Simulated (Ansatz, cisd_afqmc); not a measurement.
Species: NS, charge 0, doublet. NS (SMILES [N]=S, doublet).
B3LYP-D3(BJ)/def2-TZVP minimum from Ansatz (a program for electronic structure):
```
N
S 1 1.4918
```
Charge 0, spin multiplicity 2.

Total energies in cc-pV(D+d)Z, 11 correlated electrons, 6 frozen orbitals. UHF or UKS for unpaired electrons; spin-orbit terms are left out. Cores are frozen in correlated methods. No relativity. The Monte Carlo rows (phaseless AFQMC, CISD trial, step 0.005/hartree) carry one-sigma bars that omit the constraint's bias. Outlying blocks are dropped, and bars are widened where a walk drifts. Over all cases where full CI ran beside it in this data, AFQMC minus full CI had a median of +0.1 mEh and passed +0.4 mEh in a tenth of the cases. The UHF reference of NS ([N]=S, doublet) is spin-contaminated (<S^2> up to 0.24 over the pure value in the sets run).

| method | program | energy (Eh) | minus CCSDTQ (mEh) |
|---|---|---|---|
| HF | Ansatz | -451.91630 | 310.10 |
| MP2 | Ansatz | -452.18422 | 42.18 |
| CCSD | Ansatz | -452.21050 | 15.90 |
| CCSD(T) | Ansatz | -452.22415 | 2.25 |
| CCSDT(Q) | Ansatz | -452.22665 | -0.25 |
| CCSDTQ | Ansatz | -452.22640 | 0.00 |
| AFQMC/CISD | cisd_afqmc | -452.2251 ± 0.0004 | 1.3 ± 0.4 |

Rough core times of Ansatz's runs on a shared machine: CCSD(T) under 20 s, CCSDT(Q) under 20 s, CCSDTQ 9 min.
